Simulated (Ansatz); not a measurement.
[ReH9]2- (ReH9²⁻). Total charge -2; singlet. Geometry B3LYP-D4/def2-TZVPD, basis def2-TZVPD, Ansatz.

Cartesian coordinates in Å:
```
Re 0.000 0.000 0.000
H 0.346 -1.638 0.240
H -0.314 1.011 1.314
H -0.027 0.609 -1.578
H -0.982 -0.989 -1.021
H 1.431 -0.454 -0.855
H -1.168 -0.716 1.055
H 1.212 -0.189 1.218
H -1.440 0.919 -0.268
H 0.941 1.447 -0.105
```

```tsv
run	HOMO (eV)	LUMO (eV)
A	3.55	6.99
B	1.34	7.59
C	-0.34	8.27
D	3.29	7.46
E	-0.23	8.23
F	2.38	7.30
```

In the def2 sets Re takes a core potential; there is no spin–orbit coupling. LC-ωPBE has ω = 0.4 bohr⁻¹. A multiply charged anion in the gas phase is held together partly by the finite basis. Removing one electron lowers the energy by 0.59 eV at PBE0-D4/def2-TZVPD, so it isn't bound.

Problem. The runs used BHLYP, BLYP, HF, LC-ωPBE, PBE0, r2SCAN. Estimate which is which.

Solution. A BLYP (0 % exact exchange); B BHLYP (50 % exact exchange); C HF (100 % exact exchange); D r2SCAN (0 % exact exchange); E LC-ωPBE (range-separated); F PBE0 (25 % exact exchange). Exact exchange lowers occupied and raises empty levels; among semilocal functionals meta-GGAs tend to open the gap a little, and such runs are hard to tell apart. The gap grows from 3.44 eV (BLYP) to 8.61 eV (HF). At BLYP-D4/def2-TZVPD, BHLYP-D4/def2-TZVPD, r2SCAN-D4/def2-TZVPD, PBE0-D4/def2-TZVPD the highest occupied level of the charge -2 singlet lies above zero (up to 3.55 eV). By energy differences it is unbound by 0.59 eV (vertical, to the charge -1 doublet, at PBE0-D4/def2-TZVPD) and held by the finite basis.
